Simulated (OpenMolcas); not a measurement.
Cl III: Slater's ratio, worked from levels

```
Program             : OpenMolcas
Basis               : ANO-RCC-VTZP [5s4p2d1f]
Scalar Hamiltonian  : DKH2, point nucleus
Active space        : 5 electrons in 9 orbitals (RAS2 3s 3p; RAS3 3d, at most 2 electrons)
State averaging     : 2S+1 = 4 odd, 1 root; 2S+1 = 2 odd, 11 roots; 2S+1 = 4 even, 3 roots; 2S+1 = 2 even, 9 roots
Spin-orbit coupling : RASSI with atomic mean-field integrals over the reference wave functions, term energies averaged over their components
```

Methods: RASSCF; MS-RASPT2, IPEA 0.25 Eh, imaginary shift 0.1 Eh (closed shells correlated: 2s 2p). Measured levels: Moore, Atomic Energy Levels, vol. I, NSRDS-NBS 35 (1971 reprint of NBS Circular 467, 1949).

**Slater's ratio.** With one set of orbitals, p3 has ²D° - ⁴S° = 9 F2 and ²P° - ²D° = 6 F2 (F2 = F²/25), a ratio of 2/3. Term energies are centres of gravity, weighted by 2J + 1.

```
   Source  ²D° - ⁴S°  ²P° - ⁴S°  F2 from the first  Ratio
   RASSCF      21914      34043               2435  0.553
MS-RASPT2      18886      30977               2098  0.640
 measured      18093      29875               2010  0.651
```

Energies in cm-1. A ratio away from 2/3 shows effects beyond one configuration with one set of orbitals, and in heavier atoms second-order spin-orbit shifts.

The run also gave levels led by 3s² 3p² 3d, which use shells meant for correlation; these and all levels above them are left out. Computed and measured levels are paired by configuration, term and J; levels that our copy of the source lacks, or whose pairing is in doubt (as where it misses far off the trend of its configuration), stay unpaired and out of the deviations. Only configurations of the active space appear.

° marks odd parity.
